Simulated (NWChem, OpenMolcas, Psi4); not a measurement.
## How basis sets differ on GeSiH5Cl (SMILES Cl[SiH2][GeH3])

GeSiH5Cl: 8 atoms, total charge 0, spin state singlet. SMILES: `Cl[SiH2][GeH3]`. The shape is that of a PBE0-D4/def2-TZVP optimisation.

```csv
atom,x (Å),y (Å),z (Å)
Cl,-2.2903,1.2172,-0.3106
Si,-0.4141,0.6026,-0.9069
Ge,0.5815,-0.6622,0.8427
H,-0.5736,-0.2064,-2.1408
H,0.3807,1.8157,-1.2222
H,0.7112,0.2017,2.1061
H,1.9815,-1.1355,0.4156
H,-0.2846,-1.8903,1.1602
```

Each level gives the HOMO–LUMO gap (eV). The values are calculated.

```
                        level          kind     program  value (eV)  CPU time
            HF/ANO-R0 (sfX2C)  Hartree–Fock  OpenMolcas       13.27     7.5 s
                  HF/ANO-S-MB  Hartree–Fock  OpenMolcas       14.43       4 s
                    HF/STO-3G  Hartree–Fock      NWChem       17.91     7.9 s
                     HF/3-21G  Hartree–Fock      NWChem       13.58       8 s
                   HF/cc-pVDZ  Hartree–Fock  OpenMolcas       13.88      13 s
HF/def2-SVP (density fitting)  Hartree–Fock        Psi4       14.04     4.3 s
```

All-electron rows without a relativistic Hamiltonian named are non-relativistic. The values span 13.27 to 17.91 eV. A Hartree–Fock LUMO above zero doesn't converge with the basis: it sinks as sets grow more diffuse. Orbital gaps aren't excitation energies. Times are those of the runs behind each value, whatever else they computed, on shared processors of several kinds: orders of magnitude only.
